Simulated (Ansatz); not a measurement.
CH2AlFO can be A, `[F][Al]1[CH2][O]1`, or B, `F[CH]1[O][AlH]1`.

Calculated with Ansatz (gas phase, PBE0-D4/def2-TZVP geometries, no zero-point term in ΔE). CCSD(T)/CBS is the MP2 limit (def2-TZVPP, def2-QZVPP) plus CCSD(T) − MP2 in def2-TZVPP, frozen cores. Functionals use def2-TZVPP.

Question: Which isomer does CCSD(T)/CBS put lower? Give the gap. (Estimate.)

Answer: Computed: A, by 52.9 kcal/mol.

Question: Give E(B) − E(A) in kcal/mol with MP2/def2-TZVPP, HF/def2-TZVPP, CCSD(T)/def2-SVP, BLYP-D4, CCSD(T)/def2-TZVPP, CCSD/def2-TZVPP, B2PLYP. (Best estimate.)

Answer: Computed: MP2/def2-TZVPP 55.5, HF/def2-TZVPP 52.0, CCSD(T)/def2-SVP 48.1, BLYP-D4 48.4, CCSD(T)/def2-TZVPP 52.5, CCSD/def2-TZVPP 53.0, B2PLYP 52.1. None reverses the order clearly.

Question: Does the order hold for the free energy at 298.15 K (harmonic terms from PBE0-D4)? (An estimate is asked.)

Answer: Computed: Yes: G(B) − G(A) = +51.0 kcal/mol.

Largest T1 diagnostic: 0.017.

From r2SCAN to r2SCAN0 (25 % exact exchange), in def2-TZVPP and without D4, E(B) − E(A) moves by +1.1 kcal/mol. Leaving LDA and LC-ωPBE aside and taking each functional with its dispersion term where it has one, the values, not all of them listed here, spread over 5.8 kcal/mol, from PBE-D4 to B2PLYP. LDA lies −2.5 kcal/mol from PBE without D4.
